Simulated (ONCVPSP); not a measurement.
**lutetium: ONCV pseudisation with PBE, scalar-relativistic reference atom.**

Lu, optimised norm-conserving Vanderbilt (ONCV), made with ONCVPSP 4.0.1 (PBE, scalar-relativistic). Core [Kr] 4d10 4f14, reference 5s2 5p6 5d1 6s2. Waves: 5s+6s: rc 2.05 bohr, ncon 5, nbas 9, qcut 6.4 1/bohr, 2 projectors; 5p: rc 2.30 bohr, ncon 4, nbas 9, qcut 6.9 1/bohr, 2 projectors, debl 1.6 Ha; 5d: rc 3.50 bohr, ncon 4, nbas 9, qcut 5.4 1/bohr, 2 projectors, debl 1.9 Ha. Local part: polynomial inside 1.30 bohr (lpopt 5, dvloc0 0 Ha). Core correction: Teter function, fcfact 4.5, rcfact 1.1.

Problem. Does the generator finish with these settings?

Solution. Yes, a potential is produced and its reference levels are reproduced.

Problem. Estimate the cutoffs (Ha) at which the residual kinetic energy of the hardest occupied pseudo-wave falls to 1 and 0.1 mHa per electron.

Solution. 15 Ha and 18 Ha.

Problem. What does a ghost test show?

Solution. No bound ghost flagged; GHOST(+) flagged for s at 130.8 eV.

Its largest configuration-test error is +23 meV (5s2 5p6 5d1 6s0). 1 of 4 tests not solved or not reliable.
